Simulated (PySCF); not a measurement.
A structure optimised at r2SCAN-D4/def2-SVP, used in a PySCF frequency run:

```xyz
12

Se    -0.8761     0.1470     0.4924
H     -1.8150    -0.3228    -0.5389
C      0.7133     0.1252    -0.7064
C      0.9606    -1.2580    -1.2862
C      1.8934     0.6381     0.1077
H      0.4863     0.8404    -1.5140
H      1.8415    -1.2350    -1.9525
H      1.1522    -1.9913    -0.4867
H      0.1030    -1.6158    -1.8761
H      1.7107     1.6488     0.5037
H      2.7953     0.6786    -0.5253
H      2.1094    -0.0316     0.9567
```

Question: Write its SMILES and formula.

Answer: CC(C)[SeH], C3H8Se

Question: What are its rotational constants (standard atomic weights)?

Answer: 7.7891, 2.8186, 2.2247 GHz
